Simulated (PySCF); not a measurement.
Species: C3H11N2Si (doublet state).
Numbering: `[CH3:1][CH2:2][N:3][SiH2:4][NH:5][CH3:6]` (hydrogens: H7, H8, H9 on C1; H10, H11 on C2; H12, H13 on Si4; H14 on N5; H15, H16, H17 on C6)

Geometry (GFN2-xTB, Å), atoms numbered from 1 in this order:
```xyz
17
C3H11N2Si angstrom
C      2.2847   -0.1815   -0.6384
C      1.6202    0.5966    0.4971
N      0.5629   -0.0239    1.1605
Si    -0.6174   -1.1447    0.7484
N     -2.0866   -0.2390    0.4163
C     -2.1655    0.6917   -0.6701
H      3.1262    0.3786   -1.0398
H      1.5690   -0.3685   -1.4350
H      2.6403   -1.1393   -0.2668
H      1.2608    1.5664    0.1063
H      2.3720    0.8569    1.2595
H     -0.5184   -1.9991   -0.4414
H     -0.9167   -1.8920    1.9640
H     -2.5695    0.1080    1.2314
H     -1.6520    1.6380   -0.4573
H     -3.2107    0.9192   -0.8943
H     -1.7062    0.2447   -1.5502
```

The hyperfine couplings belong to this conformer and change with its torsions.

Computed, not measured: UKS B3LYP, pcH-1 on C H N Si, non-relativistic, mean-field spin-orbit, GIAO in PySCF 2.14.0. One conformer (not necessarily the lowest) at the GFN2-xTB geometry, without solvent, vibrations or thermal averaging. Couplings are sensitive to structure, and on GFN2-xTB geometries they can be far from those on DFT ones. The SCF solution wasn't tested for stability.

**Question.** Match the computed a_iso(13C) values -31.0, -4.0, +3.2 MHz with the sites C1; C2; C6.

**Answer.** 
```
site  a_iso (MHz)  ρ(0) (bohr⁻³)         position  distance from N3 (Å)  spin population  largest |T| (MHz)
  C1         +3.2        +0.0029  2 bonds from N3                  2.50            +0.01                2.5
  C2        -31.0        -0.0277   1 bond from N3                  1.39            -0.07                4.8
  C6         -4.0        -0.0035  3 bonds from N3                  3.36            -0.01                1.4
```

**Question.** Match the computed a_iso(14N) values +26.4, +5.0 MHz with the sites N3; N5.

**Answer.** 
```tsv
site	a_iso (MHz)	ρ(0) (bohr⁻³)	position	distance from N3 (Å)	spin population	largest |T| (MHz)
N3	+26.4	+0.0811	largest spin population	0.00	+0.82	72.9
N5	+5.0	+0.0155	2 bonds from N3	2.76	+0.12	14.7
```

**Question.** The isotropic 1H couplings, averaged over equivalent nuclei, are +143.6, +13.1, -9.3, +6.5, -0.3 MHz. Assign them to H7/H8/H9; H10/H11; H12/H13; H14; H15/H16/H17.

**Answer.** 
| site | a_iso (MHz) | ρ(0) (bohr⁻³) | position | distance from N3 (Å) | bound to | spin population there | largest \|T\| (MHz) |
| --- | --- | --- | --- | --- | --- | --- | --- |
| H7/H8/H9 | -0.3 | -0.0001 | 3 bonds from N3 | 2.99 | C1 | +0.01 | 4.9 |
| H10/H11 | +143.6 | +0.0321 | 2 bonds from N3 | 2.02 | C2 | -0.07 | 9.9 |
| H12/H13 | +13.1 | +0.0029 | 2 bonds from N3 | 2.64 | Si4 | -0.02 | 5.6 |
| H14 | -9.3 | -0.0021 | 3 bonds from N3, on N5 of spin population +0.12 | 3.14 | N5 | +0.12 | 10.9 |
| H15/H16/H17 | +6.5 | +0.0015 | 4 bonds from N3 | 3.72 | C6 | -0.01 | 3.4 |

ρ(0) is the spin density at the nucleus and T the dipolar tensor; a_iso includes a spin–orbit part; entries for several nuclei are means. The largest Mulliken spin populations are on N3 (+0.82), N5 (+0.12), H10 (+0.08) and C2 (-0.07). No atom but N3 exceeds +0.15. The positive populations add up to 1.10 and the negative ones to -0.10, together 2S = 1.

The spin density at the nucleus, in bohr⁻³, is negative for Si4 (-0.0483), C2 (-0.0277) and C6 (-0.0035), for instance. A restricted open-shell determinant has no negative spin density anywhere; here it arises because α and β orbitals differ (spin polarisation).

Class means assume fast exchange of nuclei equivalent by connectivity; if that motion is slow, each nucleus keeps its own coupling. The three 1H nuclei of mean +6.5 MHz run from 0.5 to 10.0 MHz in the frozen geometry. The 1H value of +143.6 MHz is a mean of couplings from 100.5 to 186.8 MHz in this one geometry, not an average over conformers. The 1H value of +13.1 MHz is a mean of couplings from -6.5 to 32.7 MHz in this one geometry, not an average over conformers.
